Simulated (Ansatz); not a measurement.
(1) Predict a relaxed structure of AgCl2⁻ (the lowest singlet isomer of a short search), charge -1, singlet, at PBE0-D4/def2-TZVPD (Ansatz).

Answers

(1) 
```xyz
3

Ag    0.0001   -0.0001    0.0001
Cl   -0.0296    1.7285    1.5712
Cl    0.0295   -1.7284   -1.5713
```
Point group D∞h (tolerance 0.1 Å). The metal has 2 neighbours: Cl 2.34 Å, Cl 2.34 Å. This is one stationary point.

In the def2 sets Ag takes a core potential; there is no spin–orbit coupling. The structure comes from a short search, and lower isomers may exist.
